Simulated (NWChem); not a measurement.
Total energies of H4PSi

```xyz
6

Si    -0.9886    -0.3481     0.0849
P      1.1041     0.4855    -0.1142
H     -1.1904    -0.9440     1.4433
H     -1.9794     0.7509    -0.1145
H     -1.2297    -1.4117    -0.9407
H      1.6789    -0.8051     0.1362
```
Charge 0, spin multiplicity 2.

All runs are NWChem calculations. The geometry was optimised at UPBE0/def2-SVP, a minimum by its harmonic frequencies.

Basis set: def2-TZVP (98 functions).

```tsv
method	total energy (Ha)	relative cost
UHF	-631.99713	1
UMP2	-632.24127	under 3
UB2PLYP	-632.96945	under 3
UPBE	-632.90736	under 3
UB3LYP	-633.27169	under 3
UTPSS	-633.28195	under 3
```

Total energies of different functionals aren't comparable as a measure of quality: only differences taken within one method are. Costs are rough ratios of processor time within this set of runs, SCF included, with UHF as 1.

The correlated methods keep 10 core orbitals frozen. B3LYP has NWChem's definition, with VWN1-RPA local correlation. The structure started from a generated list of species. The stability of the SCF solutions was not checked. Open-shell Hartree-Fock references start from PBE0 orbitals; any time given for them includes that run.
